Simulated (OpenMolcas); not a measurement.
**Lines of neutral germanium: computed and rescaled rates**

```yaml
Program: OpenMolcas 26.06
Method: "SS-RASPT2, IPEA 0.25 Eh, imaginary shift 0.1 Eh (closed shells correlated: 3d)"
Basis: ANO-RCC [10s9p8d5f2g]
Scalar_Hamiltonian: DKH2, point nucleus
Active_space: 4 electrons in 9 orbitals (RAS2 4s 4p; RAS3 4d, at most 2 electrons)
State_averaging: 2S+1 = 3 even, 3 roots; 2S+1 = 1 even, 6 roots; 2S+1 = 5 odd, 1 root; 2S+1 = 3 odd, 5 roots; 2S+1 = 1 odd, 5 roots
Spin-orbit_coupling: state interaction with AMFI integrals over the reference wave functions, term energies averaged over their components
```

Rates come from the transition moments of the reference wave functions (E1 and E2 in the length form). At fixed line strength A goes as λ^-3 for E1 and M1 and as λ^-5 for E2, so a rate at the computed wavelength can be rescaled to the measured one. Measured vacuum wavelengths follow from level energies in NIST Handbook of Basic Atomic Spectroscopic Data. Branching counts decays inside the model space alone, at computed energies, and the table is only a selection of the E2 and M1 lines, drawn from those between levels with measured partners whose computed energy lies within a factor of 1.5 of the measured one.

```tsv
Upper	Lower	Type	λ computed (nm)	λ measured (nm)	A computed (s-1)	A rescaled (s-1)	Branching %
4s2 4p2 3P1	4s2 4p2 3P0	M1	20040	17950	2.23e-03	3.10e-03	100.0
4s2 4p2 3P2	4s2 4p2 3P1	M1	12960	11730	6.16e-03	8.31e-03	100.0
4s2 4p2 1D2	4s2 4p2 3P2	M1	1742	1750	7.82e-02		66.5
4s2 4p2 1D2	4s2 4p2 3P2	E2	1742	1750	6.84e-04		0.6
4s2 4p2 1D2	4s2 4p2 3P1	M1	1536	1522	3.85e-02		32.7
4s2 4p2 1S0	4s2 4p2 1D2	E2	1074	1082	1.04e+00	1.00e+00	47.4
4s2 4p2 1S0	4s2 4p2 3P2	E2	664.3	668.6	5.46e-02		2.5
4s2 4p2 1S0	4s2 4p2 3P1	M1	631.9	632.5	1.10e+00		50.2
```

Spin-changing lines and M1 lines between different terms are not rescaled, since their strength hangs on the term gaps too.

The largest correction is for 4s2 4p2 3P1 → 4s2 4p2 3P0 (M1): 2.23e-03 × (20040 / 17950)^3 = 3.10e-03 s-1, a factor of 1.39.

No measured rate stands beside these. Rescaling mends the energy factor alone: line strengths can still be far off where a level mixes with configurations outside the active space, and weak or spin-changing lines hang on small mixing coefficients that depend on the term gaps too, so rescaling need not improve them.

CASPT2 does not keep the components of a term degenerate, so their means are used; among the terms shown or strongly mixed into the levels shown the widest spread is 26 cm-1 (4s2 4p2 1D). The run also gave levels led by 4s2 4p 4d, which use shells meant for correlation; these and all levels above them are left out. Computed and measured levels are paired by configuration, term and J; levels that our copy of the source lacks, or whose pairing is in doubt (as where it misses far off the trend of its configuration), stay unpaired. Only configurations of the active space appear.
